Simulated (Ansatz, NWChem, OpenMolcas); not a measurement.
## A ladder of methods for CBrClF2 (SMILES FC(F)(Cl)Br)

The species is CBrClF2 (5 atoms), meant as a singlet with charge 0. SMILES: `FC(F)(Cl)Br`. Geometry: relaxed at PBE0-D4/def2-TZVP.

```csv
atom,x (Å),y (Å),z (Å)
F,-1.1095,0.0248,0.8131
C,-0.0198,-0.0871,0.0671
F,0.8236,-0.8975,0.6904
Cl,-0.4448,-0.7706,-1.4923
Br,0.8004,1.6568,-0.1197
```

Quantity: the energy change with the F1–C2 bond stretched from 1.325 to 1.723 Å, in eV. The values are calculated.

```tsv
level	kind	program	value (eV)	less CCSD(T)/cc-pVDZ	CPU time (all runs)
HF/cc-pVDZ (restricted)	Hartree–Fock	Ansatz	1.96	+0.60	8.1 s
PBE/cc-pVDZ (restricted)	GGA	Ansatz	1.16	-0.20	15 s
TPSS/cc-pVDZ (restricted)	meta-GGA	NWChem	1.16	-0.20	5.6 min
r2SCAN/cc-pVDZ (restricted)	meta-GGA	Ansatz	1.33	-0.03	34 s
B2PLYP/cc-pVDZ (restricted)	double hybrid	OpenMolcas	1.36	0.00	39 s
MP2/cc-pVDZ (restricted)	perturbation theory	Ansatz	1.40	+0.04	10 s
MP3/cc-pVDZ (restricted)	perturbation theory	NWChem	1.56	+0.20	5.5 min
CCSD(T)/cc-pVDZ (restricted)	coupled cluster or CI	Ansatz	1.36	0.00	61 s
```

CCSD(T)/cc-pVDZ (restricted) is the highest level here, not the true value. All-electron rows without a relativistic Hamiltonian named are non-relativistic. The first shape isn't each level's own minimum. The values span 1.16 to 1.96 eV. In the correlated wave-function rows the outer d shell of Br is correlated, in sets not made for it. Times are those of the runs behind each value, whatever else they computed, on shared processors of several kinds: orders of magnitude only.
